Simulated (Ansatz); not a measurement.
Steps of a relaxation of Br₃FGe, SMILES `[F][Ge]([Br])([Br])[Br]` with RKS PBE0-D4/def2-TZVP.

```sh
$ ansatz run in.yaml --threads 4 --pin off --events-out ev --progress --plain --max-ram 11315MiB
```

```yaml
crystal:
  periodic: [false, false, false]
  atoms:
    - {symbol: F, position_ang: [0.209835, -1.499270, 1.008200]}
    - {symbol: Ge, position_ang: [0.017174, -0.069355, 0.028575]}
    - {symbol: Br, position_ang: [-1.314776, 1.391023, 1.193534]}
    - {symbol: Br, position_ang: [-0.967166, -0.709161, -1.943737]}
    - {symbol: Br, position_ang: [2.104933, 0.813163, -0.328172]}
basis:
  gaussian: {orbitals: def2-TZVP}
hamiltonian: {xc: pbe0, dispersion: d4}
relax: {f_tol: 0.005, max_steps: 150}
```

Positions (Å) and forces (eV/Å) along the path, 4 of 4 steps:

```xyz
5
step=1 energy=-269346.3312 eV
F     0.210   -1.499    1.008   -0.089    0.667   -0.459
Ge    0.017   -0.069    0.029    0.036   -0.283    0.188
Br   -1.315    1.391    1.194    0.254   -0.299   -0.210
Br   -0.967   -0.709   -1.944    0.196    0.107    0.402
Br    2.105    0.813   -0.328   -0.397   -0.191    0.080
5
step=2 energy=-269346.3599 eV
F     0.208   -1.477    0.991   -0.037    0.264   -0.174
Ge    0.016   -0.058    0.022    0.044   -0.308    0.206
Br   -1.300    1.370    1.181   -0.040    0.041    0.041
Br   -0.955   -0.705   -1.915   -0.034   -0.024   -0.065
Br    2.081    0.797   -0.321    0.067    0.026   -0.008
5
step=3 energy=-269346.3622 eV
F     0.207   -1.468    0.986    0.008   -0.065    0.045
Ge    0.016   -0.061    0.024   -0.008    0.063   -0.043
Br   -1.303    1.370    1.187    0.010   -0.006   -0.012
Br   -0.957   -0.710   -1.919    0.007    0.010    0.012
Br    2.087    0.796   -0.320   -0.017   -0.002   -0.001
5
step=4 energy=-269346.3623 eV
F     0.207   -1.471    0.989    0.000   -0.001    0.001
Ge    0.016   -0.063    0.025    0.000    0.004   -0.003
Br   -1.302    1.370    1.185   -0.001    0.000    0.002
Br   -0.956   -0.707   -1.918   -0.001   -0.002   -0.001
Br    2.085    0.797   -0.321    0.002   -0.001    0.001
```

It took 38 s on 4 threads of an Arm Neoverse V2 on a shared host, with 1 GiB of host memory at the peak.
